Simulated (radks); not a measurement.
The numbers below are computed, except where a source is named.
Task: Valence configurations of Sn+ (all share [Kr]). Level of theory: scalar-relativistic Kohn-Sham, r2SCAN, spin-polarised, spherical densities, finite nucleus; open shells are filled with parallel spins first (spin-orbit coupling, left out, can overturn this in heavy ions); meta-GGA in the generalised Kohn-Sham scheme; Fermi nuclear charge, rms radius 4.6519 fm (a radial shooting solver on a logarithmic mesh with Libxc functionals). Order these by energy: 4d9.5 5s1 5p2.5; 4d10 5s1 5p2; 4d10 5s2 5p1; 4d8.5 5s2 5p2.5; 4d8 5s2 5p3; 4d9 5s1.5 5p2.5; 4d10 5s1.5 5p1.5; 4d9 5s2 5p2.

Result: From the lowest, in eV above it: 4d10 5s2 5p1 0.000; 4d10 5s1.5 5p1.5 3.067; 4d10 5s1 5p2 5.461; 4d9.5 5s1 5p2.5 17.549; 4d9 5s2 5p2 25.428; 4d9 5s1.5 5p2.5 28.282; 4d8.5 5s2 5p2.5 39.385; 4d8 5s2 5p3 54.162. NIST lists [Kr] 4d10 5s2 5p1 as the ground configuration; this level of theory agrees among the configurations tried. The energies are those of spherical high-spin densities, not of single terms.
